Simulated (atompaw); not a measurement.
Building the PAW (atompaw) potential for hafnium (PBE, scalar-relativistic).

* Element: hafnium
* Generator: atompaw 4.2.0.5
* Type: PAW
* Functional: PBE
* Relativity: scalar-relativistic
* Frozen core: [Kr] 4d10 4f14
* Valence charge: 12
* Reference configuration: 5s2 5p6 5d2 6s2 6p0
* Partial waves: 5s (bound): rc 1.60 bohr; 6s (bound): rc 2.95 bohr; 5p (bound): rc 2.20 bohr; 6p (bound, empty): rc 2.20 bohr; 5d (bound): rc 2.90 bohr; 5d channel at 4.2 Ry: rc 2.95 bohr; 5f channel at 0.35 Ry: rc 2.95 bohr; 5f channel at 1.65 Ry: rc 2.95 bohr
* Local potential: troulliermartins scheme with l = 4 at 0 Ry, radius 2.15 bohr
* Core correction: smooth core density matched at 1.50 bohr
* Augmentation charge: sinc compensation charge, radius 2.90 bohr; PAW radius 2.95 bohr; waves and projectors: custom rrkj vanderbiltortho

All-electron outer shells of the reference configuration (PBE, scalar-relativistic, ld1.x):

```tsv
shell	level (eV)	outermost node (bohr)	outermost maximum (bohr)
4d	-206.67	0.23	0.47
5s	-67.02	0.55	1.01
5p	-35.57	0.60	1.16
4f	-16.83	–	0.45
6s	-5.11	1.37	2.89
5d	-2.69	0.67	1.69
6p	-1.40	1.66	4.05
```

Calculated quality:

- Cutoffs needed: 21 Ry and 30 Ry (the cutoffs (Ry, on a coarse ladder) from which the occupation-weighted sum of valence levels, in a spherical-Bessel basis at the reference potential, stays within 10 and 1 mRy of its value at 400 Ry)
- Ghost test: no extra level below or beside the all-electron valence levels (s, p, d, f tested) (spherical-Bessel basis up to 400 Ry, 20 bohr box)
- Lowest eigenvalue of the overlap operator: 0.02 (p channel)
- Overlap eigenvalues printed by atompaw (projector basis): 0.0498, 0.165, 0.322, 0.847, 18.5, 25.5, 391, 1.76e+03
- Share of each valence orbital outside the PAW sphere: 5s 0 %, 6s 61 %, 5p 1 %, 6p 89 %, 5d 28 %

Generation and tests took about 16 s on one core of a shared server CPU.
